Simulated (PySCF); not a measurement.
# Correlation energy of F⁻ (fluorine, charge -1)

[Ne], closed-shell 1S. Computed with PySCF 2.14 in aug-cc-pVQZ-DK, with the spin-free X2C one-electron Hamiltonian (Gaussian nucleus). Frozen: 1s2; 8 electrons correlated.

MP2 pair energies summed by pair of shells (mhartree):

```csv
pair,energy,share (%)
2p-2p,-221.10,69.7
2s-2p,-84.81,26.7
2s-2s,-11.36,3.6
```

Total MP2 correlation energy: -317.26 mhartree.

Same-spin part -81.21 and opposite-spin part -236.05 mhartree; SCS-MP2 scales them by 1/3 and 6/5 to -310.33 mhartree.
